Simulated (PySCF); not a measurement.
An unknown is described by computed data only.

Formula: C6H13NOSi.

* Dipole: 1.98 D [CAM-B3LYP/def2-SVPD]
* Triplet: lowest triplet excitation (Tamm–Dancoff): 4.34 eV [TDA CAM-B3LYP/def2-SVPD]
* Valence photoelectron: vertical ionisation energy: 9.23 eV [ΔSCF CAM-B3LYP/def2-SVPD]
* 13C NMR: chemical shifts (computed TMS as zero) by class: 166.2 (1 C), 71.5 (1 C), 68.8 (1 C), 51.3 (1 C), 34.2 (1 C), 9.7 (1 C) ppm [GIAO PBE0/pcSseg-1]
* Polarisability: 111.0 au [CAM-B3LYP/def2-SVPD]
* Rotational structure: rotational constants A, B, C: 2.947, 0.745, 0.628 GHz [PBE0-D3(BJ)/def2-SVP]

The electronic properties come from PySCF, for the isolated species, density fitting. Levels stand in brackets. The structure is a single PBE0-D3(BJ)/def2-SVP conformer in the gas phase; no vibrational or solvent corrections. NMR classes are plain means over equivalent atoms (diastereotopic ones count apart unless rotation or inversion swaps them), as if these changed places fast.

**Question.** Propose a structure and show how it fits.

**Answer.** Numbering: `[CH3:1]/[N:2]=[CH:3]/[C@@H:4]1[CH2:5][O:6][CH2:7][CH2:8][SiH2:9]1`. Its formula, C6H13NOSi, gives 2 degrees of unsaturation: 1 ring and 1 π bond in the structure found. 6 carbons fall into 6 classes; from least to most shielded: imine carbon [C3] (166.2 ppm), ring sp3 carbon bound to oxygen [C5] (71.5 ppm), ring sp3 carbon bound to oxygen [C7] (68.8 ppm), N-methyl carbon [C1] (51.3 ppm), ring sp3 carbon bound to silicon [C4] (34.2 ppm), ring sp3 carbon bound to silicon [C8] (9.7 ppm). The first electron is taken from the HOMO, whose largest Löwdin shares are 0.53 on the imine nitrogen, 0.10 on the imine carbon, 0.10 on the N-methyl carbon and 0.06 on the cyclic ether oxygen. The optimised geometry has point group C1 and is an asymmetric top. Structure: `C/N=C/[C@@H]1COCC[SiH2]1`. Computed isomers that give other values at the same levels: `C=C[Si@@H](NC=O)C(C)C` (13C chemical shifts (computed TMS as zero) by class: 166.7 (1 C), 145.4 (1 C), 143.2 (1 C), 19.6 (1 C), 18.1 (1 C), 13.5 (1 C) ppm); `[SiH3]O/C=C/N1CCCC1` (rotational constant A: 4.330 GHz; this holds for the one conformer computed). The assignments are read from this structure; whether some other isomer fits the data as well wasn't checked. The mirror image fits equally.
